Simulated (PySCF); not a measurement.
Several molecules and their computed UV-vis stick spectra, shuffled. Computed, not measured: TDDFT B3LYP/def2-SVPD, vertical, gas phase, core orbitals frozen in the response in PySCF 2.14.0, density-fitted response routines. Geometries: GFN2-xTB; one conformer of each isolated species. Triplets are in the Tamm–Dancoff approximation.

A. `C=NNCC[SiH3]`
B. `CN[SiH]1CNC1`
C. `C=N[SiH2]CCN`
D. `[H]/N=C/CN(C)[SiH3]`
E. `Cc1nnc(C)n1C`

Lowest singlet levels (six at most, fewer where fewer were computed) with oscillator strengths:

1. 5.32 eV (f 0.000); 5.46 eV (f 0.002); 5.72 eV (f 0.020); 5.91 eV (f 0.007); 6.19 eV (f 0.018); 6.34 eV (f 0.008); T1 5.23 eV
2. 5.40 eV (f 0.108); 5.67 eV (f 0.193); 5.87 eV (f 0.009); 5.92 eV (f 0.019); 6.36 eV (f 0.013); 6.46 eV (f 0.018); T1 3.67 eV
3. 4.48 eV (f 0.000); 5.43 eV (f 0.002); 5.46 eV (f 0.006); 5.95 eV (f 0.048); 6.18 eV (f 0.013); 6.56 eV (f 0.008); T1 4.18 eV
4. 4.02 eV (f 0.001); 4.84 eV (f 0.040); 5.85 eV (f 0.016); 6.07 eV (f 0.019); 6.28 eV (f 0.011); 6.53 eV (f 0.022); T1 3.42 eV
5. 5.64 eV (f 0.000); 5.84 eV (f 0.000); 5.85 eV (f 0.001); 6.52 eV (f 0.011); 6.59 eV (f 0.009); 6.60 eV (f 0.212); T1 4.88 eV

Task: Which spectrum belongs to which structure?

Result: 1 = B, 2 = A, 3 = D, 4 = C, 5 = E.
- A: S1 at 5.40 eV, HOMO→LUMO+1 (45%), HOMO→LUMO (40%), HOMO→LUMO+2 (10%); Löwdin shares by element: HOMO nitrogen 55%, carbon 29% or more (atoms not listed hold the other 16%); LUMO nitrogen 43%, carbon 29% or more, hydrogen 9% or more (atoms not listed hold the other 19%); HOMO -6.07 and LUMO -0.13 eV.
- B: S1 at 5.32 eV, HOMO→LUMO (92%); Löwdin shares by element: HOMO nitrogen 59% or more, carbon 20% or more, hydrogen 4% or more (atoms not listed hold the other 16%); LUMO silicon 22%, carbon 21% or more, hydrogen 8% or more, nitrogen 8% or more (atoms not listed hold the other 42%); HOMO -5.94 and LUMO 0.21 eV.
- C: S1 at 4.02 eV, HOMO-1→LUMO (97%); Löwdin shares by element: HOMO nitrogen 59% or more, carbon 19% or more, hydrogen 6% or more (atoms not listed hold the other 16%); LUMO carbon 41% or more, nitrogen 34% or more, hydrogen 14% or more; HOMO -6.50 and LUMO -1.11 eV.
- D: S1 at 4.48 eV, HOMO→LUMO (98%); Löwdin shares by element: HOMO nitrogen 50% or more, carbon 16% or more, silicon 8% (atoms not listed hold the other 26%); LUMO carbon 46% or more, nitrogen 36% or more, hydrogen 6% or more; HOMO -6.09 and LUMO -0.53 eV.
- E: S1 at 5.64 eV, HOMO→LUMO+1 (88%), HOMO→LUMO (11%); Löwdin shares by element: HOMO nitrogen 80% or more, carbon 16% or more; LUMO hydrogen 27% or more, carbon 25% or more (atoms not listed hold the other 48%); HOMO -6.58 and LUMO -0.07 eV.
A and B have S1 within 0.08 eV of each other; their strongest listed levels stand at 5.67 eV (f 0.193) and 5.72 eV (f 0.020).
